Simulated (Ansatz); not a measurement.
Input file for Ansatz (a first-principles code): R-r2SCAN/def2-TZVPP on BeBrH (SMILES [BeH][Br]), atoms moved off the minimum.

Ansatz 0.2 input:
```yaml
crystal:
  periodic: [false, false, false]
  atoms:
    - {symbol: Be, position_ang: [0.06201811, -0.01007262, -1.63084458]}
    - {symbol: H, position_ang: [0.02339092, 0.10594076, -2.97111681]}
    - {symbol: Br, position_ang: [0.08378246, -0.09473451, 0.35263944]}
basis:
  gaussian:
    orbitals: def2-TZVPP
hamiltonian:
  xc: {name: r2SCAN}
scf: {lower_state_search: off}
output: {forces: true}
```

Program output:

```
WARN ansatz: RAYON_NUM_THREADS=1 ignored (pool sized by the plan → 1); use --threads N
Functional definition: r2SCAN
these checks for a lower state are left out or cut short: stability, starts, cluster_reference, orbital_swaps, neighbouring_geometries, increment
integrals: 0.02 GiB planned
576 factors; their error is unknown
mean field: 0.16 GiB planned
mean field evaluation 1: about -70464.1173 eV, gradient 1.2e1 eV
mean field evaluation 2: about -70464.4253 eV, gradient 7.5e0 eV
mean field evaluation 4: about -70464.5881 eV, gradient 3.3e-1 eV
mean field evaluation 8: about -70464.5616 eV, gradient 1.0e-1 eV
mean field evaluation 16: about -70464.5616 eV, gradient 9.7e-6 eV
mean field -70464.56161973 eV, -2589.5248769298 hartree, gradient 9.7e-6 eV, S^2 0.000000; 0 other end points of the search recorded, 0 dependent functions left out
the calculation of the forces begins
reference -70464.56163206 eV, -2589.5248773829 hartree; 20, 20 occupied and 61, 61 virtual orbitals, 576 factors
Total energy: -70464.56163206 eV, -2589.5248773829 hartree
Atom 0 at     0.062018    -0.010073    -1.630845 Å, force    -0.031374     0.075068     0.131290 eV/Å
Atom 1 at     0.023391     0.105941    -2.971117 Å, force     0.024291    -0.063787     0.259139 eV/Å
Atom 2 at     0.083782    -0.094735     0.352639 Å, force     0.007083    -0.011280    -0.390428 eV/Å
Dipole moment:     0.007356    -0.016931    -0.073322 e Å
Checks for a lower state left out: stability, starts, cluster_reference, orbital_swaps, neighbouring_geometries, increment
```

The calculation finished and met its thresholds.

Cost: roughly 2.1 core-seconds.
